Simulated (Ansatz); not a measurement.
Gas-phase electronic energies from Ansatz, PBE0-D4/def2-TZVP geometries. CBS: MP2 limit from def2 TZ/QZ plus the TZ coupled-cluster correction, frozen cores. DFT in def2-TZVPP. B3LYP here is the variant with VWN-RPA as its local correlation; programs differ in this. For Ge outer-core shells are correlated without core-valence functions, which leaves a few kJ/mol of doubt a bond. Scalar relativity is left out up to krypton. Each species was taken in one conformer, which may not be the lowest.

`F[SiH](S)[GeH3]` + `O[SiH3]` → `O[SiH2][SiH](F)S` + GeH₄  (formal exchange of groups at the Si–Ge bond)

```tsv
level	ΔE (kcal/mol)	difference from CCSD(T)/CBS
PBE-D4	3.8	-2.0
r2SCAN-D4	4.7	-1.1
PBE0-D4	4.3	-1.5
B3LYP-D4	4.8	-1.0
ωB97X-V	4.7	-1.1
ωB97M-V	5.6	-0.2
B2PLYP	5.8	0.0
PBE	4.2	-1.6
r2SCAN	4.9	-0.9
PBE0	4.7	-1.1
B3LYP	5.4	-0.4
HF/def2-TZVPP	6.0	0.2
MP2/def2-TZVPP	6.6	0.8
SCS-MP2/def2-TZVPP	6.4	0.6
CCSD/def2-TZVPP	5.9	0.1
CCSD(T)/def2-TZVPP	5.7	-0.1
HF/def2-QZVPP	5.9	0.1
MP2/def2-QZVPP	6.6	0.8
SCS-MP2/def2-QZVPP	6.3	0.5
HF/CBS(def2)	5.9	0.1
MP2/CBS(def2)	6.6	0.8
CCSD/CBS(def2)	6.0	0.2
CCSD(T)/CBS	5.8	0
```

Largest T1 diagnostic among the species: 0.012.
